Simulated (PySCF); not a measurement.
How methods differ on the ionisation energy of Rh²¹⁺

Rh²¹⁺ [Ar] 3d6 [3d3/2^4 3d5/2^2, M_J = 4] → Rh²²⁺ [Ar] 3d5 [3d3/2^4 3d5/2^1, M_J = 5/2], as a difference of total energies. Computed with PySCF 2.14 in an uncontracted even-tempered set (17 s from 2.5 bohr⁻², ratio 2.8; 12 p from 3.2 bohr⁻², ratio 2.8; 8 d from 3.2 bohr⁻², ratio 2.8; 3 f from 13 bohr⁻², ratio 3), with the two-component X2C-1e Hamiltonian. Correlated levels: [Ne] frozen; the 76 highest virtual spinors dropped. "Screened" scales the spin-orbit matrix elements by Boettger's factors to mimic the two-electron term; Breit and QED terms are absent.

```
          method  ionisation energy (eV)
 GHF (spin-free)                  981.53
GMP2 (spin-free)                  982.66
```

How much does correlation contribute at GMP2 (spin-free)?

982.66 − (981.53) = 1.13 eV, measured against GHF (spin-free).

Breit and QED terms and the two-electron picture change are absent.

The spin-free rows relax to the high-spin LS determinant and lack the spin-orbit shift.

The labels give the starting determinants; with spin-orbit coupling the two ends relaxed to ⟨J²⟩ = 8.75, ⟨L²⟩ = 0.22, ⟨S²⟩ = 8.27.

The determinant of Rh²¹⁺ mixes levels of different J (the jj label is only the starting occupation), so the difference between spin-free and spin-orbit rows is not the physical spin-orbit shift.

For comparison: 984 ± 4 eV (theoretical estimate listed by NIST; NIST Atomic Spectra Database, ionization energies).
